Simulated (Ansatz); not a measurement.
`[F][Zn][GaH2]` + `F[SiH2]N[SiH3]` → `F[SiH2][N]([SiH3])[GaH2]` + `[F][ZnH]`  (cleavage of the Ga–Zn bond)

Computed with Ansatz on PBE0-D4/def2-TZVP structures; ΔE is electronic, products minus reactants. CCSD(T)/CBS is the MP2 limit (def2-TZVPP, def2-QZVPP) plus CCSD(T) − MP2 in def2-TZVPP, frozen cores. This one scheme is used for every species. DFT in def2-TZVPP. B3LYP here is the variant with VWN-RPA as its local correlation; programs differ in this. For Ga, Zn outer-core shells are correlated without core-valence functions, which leaves a few kJ/mol of doubt a bond. Scalar relativity is left out up to krypton. One conformer a species, not always the lowest.

`[F][Zn][GaH2]`:

Cartesian coordinates in Å:
```
F 2.908 -0.262 1.272
Zn 1.292 -0.117 0.565
Ga -0.907 0.082 -0.397
H -2.165 0.354 0.508
H -1.128 -0.056 -1.947
```

`F[SiH2]N[SiH3]`:

```xyz
10

F     1.899   -1.560   -0.704
Si    1.191   -0.821    0.528
N    -0.437   -0.423    0.205
Si   -1.059    1.009   -0.547
H     1.246   -1.773    1.661
H     1.949    0.426    0.761
H    -1.110   -1.156    0.386
H    -1.662    0.722   -1.876
H     0.087    1.936   -0.712
H    -2.106    1.641    0.299
```

`F[SiH2][N]([SiH3])[GaH2]`:

```xyz
12

F    -0.480   -2.612    0.232
Si    0.298   -1.379    0.897
N     0.113    0.043   -0.033
Si   -1.325    1.017    0.072
Ga    1.422    0.534   -1.263
H     1.729   -1.759    0.944
H    -0.282   -1.210    2.250
H    -2.033    1.074   -1.235
H    -0.991    2.411    0.469
H    -2.237    0.426    1.087
H     1.114    1.843   -2.055
H     2.671   -0.388   -1.365
```

`[F][ZnH]`:

Cartesian coordinates in Å:
```
F -1.137 1.014 -0.681
Zn 0.055 -0.049 0.033
H 1.082 -0.965 0.648
```

Task: Is it downhill or uphill in electronic energy at CCSD(T)/CBS, and by how much? (Estimate.)

Result: Ansatz gave: Downhill: ΔE = -2.9 kcal/mol.

Task: What do these levels give: ωB97M-V, PBE, PBE0, B3LYP, HF/def2-TZVPP, MP2/CBS(def2)? (Estimate.)

Result: Computed: ωB97M-V -1.9, PBE 1.5, PBE0 1.0, B3LYP 1.9, HF/def2-TZVPP 0.5, MP2/CBS(def2) -4.2 kcal/mol.

Largest T1 diagnostic among the species: 0.018.

In def2-TZVPP, CCSD(T) changes the Hartree–Fock value by −5.5 kcal/mol (the triples alone add −1.0 kcal/mol) and MP2 by −6.9 kcal/mol. The D4 term adds −3.4 kcal/mol with B3LYP and −1.8 kcal/mol with PBE0; it sums over pairs of atoms, weighted by their polarisabilities, and B3LYP, whose exchange is more repulsive, gets the larger term.
